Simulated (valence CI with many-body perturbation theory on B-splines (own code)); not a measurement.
**Tc³⁺: calculated level list**

Computed by valence CI with perturbative core correlation (CI+MBPT): four valence electrons over a frozen Dirac-Fock core [Kr], a basis of 7 s, 7 p, 8 d, 6 f, 4 g, 1 h functions for each j, with the one-electron correlation potential Σ1 (screened to all orders), the two-electron term Σ2, the three-electron term Σ3, Breit, model QED; selected single and double excitations, second order for the rest, scaled by the run's own slope (own B-spline code, finite nucleus).

No measured levels were compared; by estimate terms of the open shell hold to 2 to 4 % of their energy, and close levels can change places; different configurations can be misplaced against each other by 1,000 to 8,000 cm⁻¹. Among the levels kept, up to 420 cm⁻¹ of a level comes from second order outside the variational space, and about a tenth of that is noise between levels of different J, which matters for small intervals.

Levels 136 to 180 of 223, with energies above the lowest level, 4d4 5D_0. "Leading %" is the weight of the configuration and term that name the level; weights of strongly mixed levels are sums over their largest components and can fall short. In the jj column 3d3/2^4 stands for four electrons in 3d with j = 3/2.

```
No.  Configuration  Term  J  E (eV)  Leading %  Second component                  Leading jj      g
136         4d3.5p   1G°  4  17.993         78    8 % 4d3.5p 3H°  4d3/2 4d5/2^2 5p3/2 (50 %)  1.009
137         4d3.5p   3S°  1  18.012         35   16 % 4d3.5p 1P°  4d3/2 4d5/2^2 5p3/2 (45 %)  1.366
138         4d3.5p   3D°  3  18.018         69   12 % 4d3.5p 3F°  4d3/2 4d5/2^2 5p1/2 (28 %)  1.256
139         4d3.5p   3I°  7  18.059         98                    4d3/2 4d5/2^2 5p3/2 (98 %)  1.143
140         4d3.5p   3D°  1  18.073         67   11 % 4d3.5p 3P°  4d3/2 4d5/2^2 5p3/2 (28 %)  0.771
141         4d3.5p   3D°  2  18.094         65   20 % 4d3.5p 3P°  4d3/2^2 4d5/2 5p3/2 (25 %)  1.217
142         4d3.5p   3D°  3  18.147         77    8 % 4d3.5p 3F°  4d3/2 4d5/2^2 5p3/2 (35 %)  1.284
143         4d3.5p   1H°  5  18.191         65   29 % 4d3.5p 3G°  4d3/2 4d5/2^2 5p1/2 (43 %)  1.065
144         4d3.5p   3D°  1  18.193         80    8 % 4d3.5p 3S°  4d3/2 4d5/2^2 5p3/2 (41 %)  0.677
145         4d3.5p   3F°  4  18.212         92                    4d3/2 4d5/2^2 5p3/2 (48 %)  1.242
146         4d3.5p   3D°  2  18.306         83    8 % 4d3.5p 3P°  4d3/2 4d5/2^2 5p3/2 (43 %)  1.180
147         4d3.5p   3G°  3  18.360         74    9 % 4d3.5p 3D°  4d3/2^2 4d5/2 5p3/2 (32 %)  0.853
148         4d3.5p   1I°  6  18.373         84   11 % 4d3.5p 3H°  4d3/2 4d5/2^2 5p3/2 (60 %)  1.020
149         4d3.5p   3D°  3  18.441         77    6 % 4d3.5p 3F°        4d5/2^3 5p3/2 (40 %)  1.266
150         4d3.5p   3G°  4  18.442         82    5 % 4d3.5p 3F°  4d3/2 4d5/2^2 5p3/2 (63 %)  1.057
151         4d3.5p   3G°  5  18.461         64   30 % 4d3.5p 1H°  4d3/2 4d5/2^2 5p3/2 (74 %)  1.132
152         4d3.5p   3P°  2  18.482         75   12 % 4d3.5p 3D°  4d3/2 4d5/2^2 5p3/2 (39 %)  1.435
153         4d3.5p   3P°  1  18.495         68   16 % 4d3.5p 1P°  4d3/2 4d5/2^2 5p3/2 (36 %)  1.434
154         4d3.5p   3P°  0  18.588         93                          4d5/2^3 5p3/2 (38 %)       
155         4d3.5p   1F°  3  18.687         70    8 % 4d3.5p 3G°        4d5/2^3 5p3/2 (45 %)  1.017
156         4d3.5p   1D°  2  18.904         55   32 % 4d3.5p 3F°  4d3/2 4d5/2^2 5p3/2 (20 %)  0.881
157         4d3.5p   3S°  1  18.925         63   12 % 4d3.5p 3P°  4d3/2 4d5/2^2 5p3/2 (40 %)  1.725
158         4d3.5p   3F°  3  18.976         76   12 % 4d3.5p 3G°  4d3/2 4d5/2^2 5p1/2 (37 %)  1.044
159         4d3.5p   3F°  2  18.989         48   43 % 4d3.5p 1D°  4d3/2 4d5/2^2 5p3/2 (45 %)  0.855
160         4d3.5p   3F°  4  19.065         77   13 % 4d3.5p 3G°  4d3/2 4d5/2^2 5p3/2 (39 %)  1.207
161         4d3.5p   1P°  1  19.100         60   24 % 4d3.5p 3S°        4d5/2^3 5p3/2 (52 %)  1.229
162         4d3.5p   3G°  3  19.327         71    8 % 4d3.5p 3F°  4d3/2 4d5/2^2 5p1/2 (34 %)  0.865
163         4d3.5p   3G°  4  19.463         75   18 % 4d3.5p 3F°  4d3/2 4d5/2^2 5p3/2 (53 %)  1.088
164         4d3.5p   1D°  2  19.487         84    9 % 4d3.5p 3F°  4d3/2 4d5/2^2 5p3/2 (34 %)  0.974
165         4d3.5p   3D°  3  19.499         76    9 % 4d3.5p 3F°  4d3/2 4d5/2^2 5p3/2 (44 %)  1.251
166         4d3.5p   3G°  5  19.517         97                    4d3/2 4d5/2^2 5p3/2 (70 %)  1.199
167         4d3.5p   3D°  2  19.639         93                    4d3/2 4d5/2^2 5p3/2 (55 %)  1.157
168         4d3.5p   3D°  1  19.726         95                    4d3/2 4d5/2^2 5p3/2 (40 %)  0.510
169         4d3.5p   1G°  4  19.937         91                    4d3/2 4d5/2^2 5p3/2 (51 %)  1.004
170         4d3.5p   1F°  3  19.954         88    5 % 4d3.5p 3D°  4d3/2 4d5/2^2 5p3/2 (55 %)  1.013
171        4d2.5s2    3F  2  20.440         92                           4d3/2^2 5s^2 (74 %)  0.672
172        4d2.5s2    3F  3  20.687         94                       4d3/2 4d5/2 5s^2 (94 %)  1.083
173        4d2.5s2    3F  4  20.961         93                           4d5/2^2 5s^2 (68 %)  1.248
174         4d3.5p   3D°  1  21.011         93                    4d3/2 4d5/2^2 5p1/2 (50 %)  0.536
175         4d3.5p   3D°  2  21.022         82    7 % 4d3.5p 3P°  4d3/2^2 4d5/2 5p1/2 (29 %)  1.155
176         4d3.5p   3D°  3  21.110         76   13 % 4d3.5p 3F°        4d5/2^3 5p1/2 (27 %)  1.275
177         4d3.5p   3F°  2  21.267         57   34 % 4d3.5p 1D°  4d3/2 4d5/2^2 5p1/2 (65 %)  0.815
178         4d3.5p   3F°  3  21.424         70   18 % 4d3.5p 3D°  4d3/2 4d5/2^2 5p3/2 (31 %)  1.126
179         4d3.5p   1D°  2  21.519         61   31 % 4d3.5p 3F°  4d3/2 4d5/2^2 5p3/2 (46 %)  0.893
180         4d3.5p   3F°  4  21.568         96                    4d3/2^2 4d5/2 5p3/2 (48 %)  1.248
```

Names give the largest LS component (configuration and term), which can be under half, so a name can repeat, a term be missing and a line seem to break the LS rules; names also repeat where a configuration has a term twice.

Where two levels of one J and parity lie close, their mixing, g and order are uncertain.
